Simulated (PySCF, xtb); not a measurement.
B(Cl)(Me)(SMe) (C₂H₆BClS), SMILES CSB(C)Cl. Other conformers were not sampled.

Harmonic wavenumbers (cm⁻¹) from xtb with GFN2-xTB at its own minimum, in rising order: 89, 96, 160, 182, 257, 278, 340, 523, 721, 729, 850, 935, 954, 978, 1052, 1314, 1394, 1442, 1451, 1482, 1485, 2995, 3011, 3044, 3048, 3052, 3068.

Question: What does PBE0-D3(BJ)/def2-SVP (PySCF) give at its own minimum? (An estimate is asked for; the answer gives what the named calculation found.)

Answer: 30, 113, 140, 189, 273, 312, 393, 553, 740, 779, 838, 956, 974, 1041, 1124, 1323, 1335, 1421, 1430, 1449, 1454, 3052, 3075, 3132, 3177, 3189, 3195. Paired by order, the mean absolute difference is 47 cm⁻¹ and the zero-point energies are 49.9 and 51.0 kcal/mol.
